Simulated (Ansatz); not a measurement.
Basis-set extrapolation for BH4O2Si (`O[B]O[SiH3]`) radical (PBE0-D4/def2-TZVP geometry, frozen core, Ansatz). Multiplicity 2, UHF reference.

```
                      def2-TZVPP   def2-QZVPP
                 HF  -465.850733  -465.868968
    MP2 correlation    -0.668049    -0.721396
CCSD(T) correlation    -0.720772    -0.770417
```

Energies in hartree. Use E(X) = E(∞) + A·exp(−7.88·√X) for Hartree–Fock and E(X) = E(∞) + B·X^(−2.97) for correlation, with X = 3 and 4.

Q: What is the CCSD(T) energy at the basis-set limit?

A: HF limit: -465.868968 + (-0.018235) × 0.13774 = -465.87148. Correlation limit: -0.770417 + (-0.049645) × 0.74074 = -0.80719. Total: -466.67867 hartree, 67.2 kcal/mol below CCSD(T)/def2-TZVPP.
